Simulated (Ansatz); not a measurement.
Consider the ligand exchange at a Zr–N bond: `CC(C)[NH][Zr]([F])([F])[F]` + HBr → `[F][Zr]([F])([F])[Br]` + `CC(C)N`.

Calculated with Ansatz (gas phase, PBE0-D4/def2-TZVP geometries, no zero-point term in ΔE). CCSD(T)/CBS is the MP2 limit (def2-TZVPP, def2-QZVPP) plus CCSD(T) − MP2 in def2-TZVPP, frozen cores. DFT in def2-TZVPP. def2 core potentials past Kr. For Br, Zr outer-core shells are correlated without core-valence functions, which leaves a few kJ/mol of doubt a bond. Scalar relativity is left out up to krypton. One conformer a species, not always the lowest.

`CC(C)[NH][Zr]([F])([F])[F]`:

```xyz
16

C    -1.411   -0.355    1.372
C    -0.268   -0.743    0.448
C    -0.707   -0.732   -1.007
N     0.871    0.152    0.611
Zr    1.768    1.300   -0.777
F     2.447    0.197   -2.186
F     0.493    2.505   -1.544
F     3.160    2.229    0.132
H    -1.769    0.650    1.132
H    -2.246   -1.054    1.275
H    -1.089   -0.360    2.417
H     0.046   -1.767    0.697
H     0.102   -1.048   -1.673
H    -1.542   -1.416   -1.167
H    -1.047    0.267   -1.304
H     1.191    0.175    1.574
```

HBr:

```xyz
2

Br   -0.142   -0.235    0.655
H     0.142    0.235   -0.655
```

`[F][Zr]([F])([F])[Br]`:

```xyz
5

F    -1.872   -0.072   -0.453
Zr   -0.030   -0.097   -0.047
F     0.317   -1.527    1.133
F     0.943   -0.368   -1.639
Br    0.642    2.064    1.007
```

`CC(C)N`:

Z-matrix (Å, degrees):
```
C
C 1 1.517
H 1 1.094 2 111.2
H 1 1.093 2 110.1 3 119.6
H 1 1.092 2 111.0 3 -119.9
C 2 1.517 1 111.4 3 179.9
N 2 1.458 1 108.8 3 -60.1
H 2 1.104 1 107.8 3 61.7
H 6 1.094 2 111.2 1 -179.8
H 6 1.092 2 111.0 1 -59.9
H 6 1.093 2 110.1 1 60.5
H 7 1.013 2 110.6 1 60.0
H 7 1.013 2 110.6 1 178.4
```

| level | ΔE (eV) |
| --- | --- |
| r2SCAN-D4 | -0.93 |
| PBE0-D4 | -0.91 |
| r2SCANh-D4 | -0.94 |
| revPBE | -0.99 |

**Question.** What does CCSD(T)/CBS give? (Best estimate.)

**Answer.** The calculation gave: -0.86 eV. The listed levels differ from it by -0.07, -0.05, -0.08, -0.13 eV.

Largest T1 diagnostic among the species: 0.016.

In def2-TZVPP, CCSD(T) changes the Hartree–Fock value by +0.32 eV (the triples alone add +0.03 eV) and MP2 by +0.30 eV. Leaving LDA and LC-ωPBE aside and taking each functional with its dispersion term where it has one, the values, not all of them listed here, spread over 0.14 eV, from r2SCAN0-D4 to BLYP-D4. LDA lies +0.14 eV from PBE without D4.
